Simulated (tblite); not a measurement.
Compound: C₃H₁₄BNSi₂.
Bonds: B1–N2, N2–Si3, N2–Si4, Si4–C5, C5–C6, C5–C7. Hydrogens: H8, H9 on B1; H10, H11, H12 on Si3; H13, H14 on Si4; H15 on C5; H16, H17, H18 on C6; H19, H20, H21 on C7.

Computed with GFN2-xTB (tblite), gas phase: L-BFGS steps from a force-field or distance-geometry start until the largest atomic force falls under 0.01 eV/Å.

Step 93: E = -578.2697 eV
```
atom  x, y, z in Å  |  force x, y, z in eV/Å
B1      2.3731    1.6828    0.5845   -0.044  -0.001   0.023
N2      1.6366    0.5334    0.2470   -0.015   0.002   0.003
Si3     2.1773   -1.0598    0.7560    0.016  -0.020  -0.002
Si4     0.2755    0.6583   -0.8643    0.010   0.025  -0.010
C5     -1.1728   -0.4998   -0.4195    0.008   0.015  -0.003
C6     -1.7466   -0.2099    0.9666    0.009   0.001   0.006
C7     -2.2722   -0.3697   -1.4701   -0.017  -0.004   0.001
H8      2.0311    2.7276    0.1817    0.009   0.006  -0.007
H9      3.3176    1.5900    1.2700    0.012   0.002   0.011
H10     1.0236   -1.8447    1.2016   -0.004   0.021   0.004
H11     2.8175   -1.7040   -0.3944    0.001  -0.027  -0.023
H12     3.1147   -0.8988    1.8629    0.002  -0.002   0.000
H13    -0.1923    2.0450   -0.8208   -0.017  -0.008  -0.010
H14     0.7739    0.3145   -2.2071    0.002  -0.004   0.006
H15    -0.8262   -1.5385   -0.4306   -0.005   0.009  -0.008
H16    -2.1565    0.7977    1.0072    0.014  -0.001  -0.010
H17    -2.5477   -0.9095    1.2063    0.004   0.001  -0.002
H18    -0.9771   -0.2950    1.7310    0.005  -0.001   0.009
H19    -2.6691    0.6425   -1.4810    0.002   0.013  -0.003
H20    -3.0930   -1.0518   -1.2550   -0.026  -0.019   0.007
H21    -1.8965   -0.5933   -2.4651    0.034  -0.009   0.009
```

Step 94: E = -578.2700 eV
```
atom  x, y, z in Å  |  force x, y, z in eV/Å
B1      2.3698    1.6830    0.5861   -0.039  -0.002   0.035
N2      1.6355    0.5324    0.2482   -0.009  -0.004   0.002
Si3     2.1795   -1.0604    0.7561    0.018  -0.018  -0.017
Si4     0.2759    0.6562   -0.8648    0.007   0.025  -0.018
C5     -1.1731   -0.5011   -0.4196   -0.002   0.018  -0.003
C6     -1.7462   -0.2075    0.9663    0.012  -0.006   0.007
C7     -2.2725   -0.3699   -1.4704   -0.015  -0.006  -0.003
H8      2.0286    2.7273    0.1803    0.015  -0.003  -0.001
H9      3.3108    1.5899    1.2773    0.007   0.012   0.001
H10     1.0284   -1.8459    1.2066   -0.009   0.021   0.006
H11     2.8140   -1.7046   -0.3984   -0.003  -0.021  -0.013
H12     3.1228   -0.8998    1.8580    0.000   0.000  -0.002
H13    -0.1936    2.0425   -0.8211   -0.017  -0.008  -0.010
H14     0.7764    0.3163   -2.2082   -0.002  -0.007   0.014
H15    -0.8284   -1.5408   -0.4300   -0.007   0.020  -0.004
H16    -2.1532    0.8018    1.0057    0.022  -0.016  -0.009
H17    -2.5490   -0.9048    1.2078    0.006   0.007  -0.007
H18    -0.9762   -0.2950    1.7301   -0.001   0.006   0.008
H19    -2.6692    0.6426   -1.4815    0.008   0.007  -0.001
H20    -3.0941   -1.0517   -1.2567   -0.018  -0.016   0.009
H21    -1.8953   -0.5935   -2.4649    0.029  -0.008   0.008
```

Q: Estimate the geometry and energy of step 95. (The exact step hangs on the optimiser's Hessian estimate; all steps are aligned on step 94, rigid shifts and turns removed.)

A: E = -578.2703 eV, largest force 0.052 eV/Å
```
atom  x, y, z in Å  |  force x, y, z in eV/Å
B1      2.3659    1.6833    0.5883   -0.023  -0.010   0.046
N2      1.6342    0.5314    0.2495   -0.001  -0.011   0.001
Si3     2.1822   -1.0614    0.7557    0.013  -0.010  -0.030
Si4     0.2763    0.6547   -0.8655   -0.001   0.014  -0.018
C5     -1.1734   -0.5021   -0.4196   -0.013   0.017  -0.003
C6     -1.7456   -0.2053    0.9662    0.014  -0.011   0.005
C7     -2.2729   -0.3702   -1.4706   -0.009  -0.007  -0.005
H8      2.0272    2.7267    0.1785    0.013  -0.004   0.001
H9      3.3036    1.5905    1.2847    0.000   0.019  -0.007
H10     1.0329   -1.8465    1.2112   -0.013   0.018   0.007
H11     2.8104   -1.7057   -0.4029   -0.006  -0.015  -0.003
H12     3.1307   -0.9010    1.8533   -0.002   0.001  -0.007
H13    -0.1955    2.0399   -0.8218   -0.017  -0.002  -0.010
H14     0.7788    0.3177   -2.2090   -0.004  -0.011   0.016
H15    -0.8306   -1.5427   -0.4294   -0.006   0.029  -0.001
H16    -2.1497    0.8055    1.0041    0.026  -0.026  -0.006
H17    -2.5504   -0.9001    1.2093    0.008   0.010  -0.012
H18    -0.9754   -0.2951    1.7297   -0.004   0.013   0.007
H19    -2.6689    0.6429   -1.4821    0.012  -0.003  -0.001
H20    -3.0956   -1.0519   -1.2585   -0.004  -0.006   0.009
H21    -1.8931   -0.5938   -2.4643    0.016  -0.007   0.008
```

The energy changes by -0.0003 eV. The first-order estimate −F·Δx gives -0.0004 eV and the mean of the old and new forces, exact on a quadratic surface, -0.0003 eV. The step makes an angle of 78° with the force vector and moves no atom by more than 0.010 Å.

What follows is the cost of the whole relaxation. Time: 4.7 s wall. Hardware: one thread, Intel Xeon at 2.50 GHz (x86_64), no GPU, shared host with 64 logical CPUs at a one-minute load of 59.
